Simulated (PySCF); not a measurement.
## Radial density of Cu¹²⁺ (copper, charge +12)

M06, [Ne] 3s2 3p5, 2P determinant. Computed with PySCF 2.14 in an uncontracted even-tempered set (19 s from 0.69 bohr⁻², ratio 2.5; 12 p from 0.9 bohr⁻², ratio 2.5; 5 d from 6.3 bohr⁻², ratio 2.7; 4 f from 9.5 bohr⁻², ratio 2.7), with the spin-free X2C one-electron Hamiltonian (Gaussian nucleus).

| r (bohr) | 4πr²ρ (e/bohr) | 4πr²(ρα − ρβ) |
| --- | --- | --- |
| 0.00114 | 0.3817 | 0.0000 |
| 0.00192 | 0.9590 | 0.0000 |
| 0.00324 | 2.347 | 0.0001 |
| 0.00544 | 5.472 | 0.0003 |
| 0.00916 | 11.77 | 0.0010 |
| 0.0154 | 22.06 | 0.0049 |
| 0.0259 | 32.84 | 0.0261 |
| 0.0436 | 34.60 | 0.1172 |
| 0.0733 | 28.37 | 0.3789 |
| 0.123 | 36.14 | 0.6397 |
| 0.207 | 35.15 | 0.1568 |
| 0.349 | 13.04 | 0.5325 |
| 0.587 | 14.21 | 1.9757 |
| 0.987 | 3.198 | 0.4456 |
| 1.66 | 0.01973 | 0.0025 |

Densities and radii are taken from the X2C orbitals without a picture-change correction, which distorts them close to the nucleus.
